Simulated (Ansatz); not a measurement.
Reaction (hydrogenolysis of the Si–O bond): `O[SiH](Cl)[O][GeH3]` + H₂ → `Cl[SiH2][O][GeH3]` + H₂O

Calculated with Ansatz (gas phase, PBE0-D4/def2-TZVP geometries, no zero-point term in ΔE). CBS: MP2 limit from def2 TZ/QZ plus the TZ coupled-cluster correction, frozen cores. This one scheme is used for every species. DFT in def2-TZVPP. B3LYP here is the variant with VWN-RPA as its local correlation; programs differ in this. For Ge outer-core shells are correlated without core-valence functions, which leaves a few kJ/mol of doubt a bond. Scalar relativity is left out up to krypton. One conformer a species, not always the lowest.

(1) Is it downhill or uphill in electronic energy at CCSD(T)/CBS, and by how much? (Estimate.)

(2) What do these levels give: PBE0-D4, B3LYP-D4, ωB97M-V, B2PLYP, PBE, HF/def2-TZVPP, SCS-MP2/def2-TZVPP, CCSD/def2-TZVPP, CCSD(T)/def2-TZVPP, HF/def2-QZVPP, MP2/def2-QZVPP, HF/CBS(def2)? (Estimate.)

Largest T1 diagnostic among the species: 0.011.

Answers

(1) The calculation gave: Uphill: ΔE = +1.00 eV.

(2) Computed: PBE0-D4 0.96, B3LYP-D4 1.03, ωB97M-V 1.04, B2PLYP 1.01, PBE 0.93, HF/def2-TZVPP 0.94, SCS-MP2/def2-TZVPP 1.02, CCSD/def2-TZVPP 0.98, CCSD(T)/def2-TZVPP 1.00, HF/def2-QZVPP 0.94, MP2/def2-QZVPP 1.06, HF/CBS(def2) 0.94 eV.

The D4 term adds +0.07 eV with B3LYP and +0.04 eV with PBE0; it sums over pairs of atoms, weighted by their polarisabilities, and B3LYP, whose exchange is more repulsive, gets the larger term. In def2-TZVPP, CCSD(T) changes the Hartree–Fock value by +0.06 eV (the triples alone add +0.03 eV) and MP2 by +0.12 eV.
